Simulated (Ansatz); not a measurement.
Molecule: sum formula SiClF (charge -1, doublet). SMILES of the parent species: [Si](Cl)F
Geometry from a B3LYP-D3(BJ)/def2-TZVP (Ansatz, a program for electronic structure) optimisation:
```
Si
F 1 1.6849
Cl 1 2.2893 2 97.61
```
Charge -1, spin multiplicity 2.

Parts of the frozen-core correlation energy in cc-pV(Q+d)Z (Ansatz, hartree). Frozen orbitals: 11; correlated occupied orbitals by spin: 10 and 9; virtual: 162 and 163. UHF or UKS for open shells. No spin-orbit coupling. Non-relativistic.

```
term                            value
-------------------------  ----------
reference (HF)             -848.05925
MP2 opposite-spin                 ___
MP2 same-spin                     ___
CCSD correlation             -0.61571
(T)                               ___
T1 diagnostic                   0.017
largest doubles amplitude       0.040
<S^2> of the reference          0.791
```

Problem. What belongs in the gaps?

Solution. 
- MP2 opposite-spin, value: -0.44731
- MP2 same-spin, value: -0.14601
- (T), value: -0.02570
